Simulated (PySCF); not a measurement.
# SnH: energy against distance

Set-up: basis Sn def2-SVP with ECP28, H def2-SVP; scalar-relativistic core potentials; PySCF 2.14. Energies in eV from Sn + H in their ground configurations at the same level. State: ²Π (doublet), unpaired electrons π ↑.

All columns are revPBE. A positive dipole means Sn(−)H(+).

```tsv
R (Å)	E (eV)	μ (D)	Mulliken charge on Sn (basis-dependent)	HOMO (eV)	LUMO (eV)	Mayer bond order	⟨S²⟩
1.539	-2.026	0.34	0.12	-3.92	-3.73	0.95	0.75
1.611	-2.295	0.11	0.12	-3.92	-3.74	0.95	0.75
1.683	-2.457	-0.12	0.12	-3.93	-3.75	0.95	0.75
1.736	-2.523	-0.30	0.12	-3.94	-3.76	0.95	0.75
1.790	-2.552	-0.48	0.13	-3.96	-3.77	0.95	0.75
1.844	-2.550	-0.65	0.13	-3.97	-3.79	0.95	0.75
1.915	-2.510	-0.88	0.14	-4.00	-3.81	0.95	0.75
2.005	-2.414	-1.16	0.15	-4.03	-3.84	0.95	0.75
2.112	-2.254	-1.49	0.16	-4.08	-3.89	0.95	0.75
2.255	-1.995	-1.90	0.17	-4.15	-3.96	0.95	0.76
```

A fit through these points gives, at Re = 1.813 Å, μ = -0.55 D and dμ/dR = -3.27 D/Å; the reduced mass is 0.9994 u.

Question: How strong is the fundamental in the double-harmonic approximation, I = 42.26·(dμ/dR)²/μred km/mol?

Answer: I = 42.26·(-3.27)²/0.9994 = 452 km/mol at revPBE.

These are scalar-relativistic numbers at best; spin–orbit coupling would shift them, the dissociation energy most. The state was picked by a PBE0 search and need not be the measured ground state.
